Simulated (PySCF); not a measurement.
Species: C8H9O (doublet state).
Z-matrix (Å and degrees, GFN2-xTB geometry), rows numbered from 1:
```
C 
C   1  1.3332
C   2  1.4420  1  125.99
C   3  1.3508  2  122.25  1   176.99
C   4  1.4461  3  122.02  2  -177.21
O   5  1.2125  4  127.54  3  -146.17
C   5  1.5645  4  111.77  3    31.90
C   7  1.4493  5   94.76  4   -64.43
C   8  1.4780  7  116.97  5    73.27
H   1  1.0760  2  121.18  3   179.84
H   1  1.0766  2  122.75  3    -0.47
H   2  1.0826  1  119.15  3  -179.51
H   4  1.0793  3  121.46  2     3.37
H   7  1.0860  5  109.64  4   176.68
H   7  1.0893  5  109.57  4    53.58
H   8  1.0763  7  120.22  5   -89.36
H   9  1.0913  3  109.70  2   -56.41
H   9  1.0968  3  107.05  2    60.40
```

The hyperfine couplings belong to this conformer and change with its torsions.

Identity: `C1(C[CH]CC(C=1)=O)C=C` [radical].

Method: UKS B3LYP, pcH-1 on C H O, non-relativistic, mean-field spin-orbit, GIAO (PySCF 2.14.0). One conformer (not necessarily the lowest) at the GFN2-xTB geometry, without solvent, vibrations or thermal averaging. The geometry wasn't refined by DFT: couplings that depend on bond lengths, twists or pyramidal angles can differ widely from those at the functional's own minimum. No stability test was run, so a lower SCF solution isn't excluded.

The Mulliken spin populations are largest on C8 (+0.88), O6 (+0.11), C3 (+0.08) and C9 (-0.07). No atom but C8 exceeds +0.15. The positive populations add up to 1.23 and the negative ones to -0.23, together 2S = 1. The angles at C8 add up to 357.6°, so it is nearly planar; its axial dipolar tensor and the negative coupling of its proton fit spin in a p orbital normal to that plane.

McConnell's relation a(H) = Q·ρ ties the coupling of a proton on a planar π carbon to the spin population of that carbon. What Q do the computed values give?

```json
{"H": "H16", "C": "C8", "ρ(C)": "+0.876", "a(H) (G)": "-19.56", "a/ρ (G)": "-22.3"}
```

One proton gives one ratio, Q = -22.3 G, and no test of linearity. In every row coupling and population have opposite signs.

List the C–H protons on four-coordinate carbons next to a three-coordinate spin centre, with their couplings and θ (C–H bond against the normal to the plane of the centre's neighbours, projected along the bond that joins the two).

```json
{"β H": "H14", "on": "C7", "centre": "C8", "θ (°)": "75", "cos²θ": "0.07", "a (G)": "+4.51"}
{"β H": "H15", "on": "C7", "centre": "C8", "θ (°)": "57", "cos²θ": "0.30", "a (G)": "+23.02"}
{"β H": "H17", "on": "C9", "centre": "C8", "θ (°)": "83", "cos²θ": "0.01", "a (G)": "+1.70"}
{"β H": "H18", "on": "C9", "centre": "C8", "θ (°)": "23", "cos²θ": "0.84", "a (G)": "+22.62"}
```

Fitting the Heller–McConnell form a = ρ(B0 + B2 cos²θ), with Mulliken ρ = 0.88, gives B0 = 6.3 G and B2 = 27.6 G, with a largest miss of 10.2 G.

Couplings in gauss use g_iso = 2.0034.
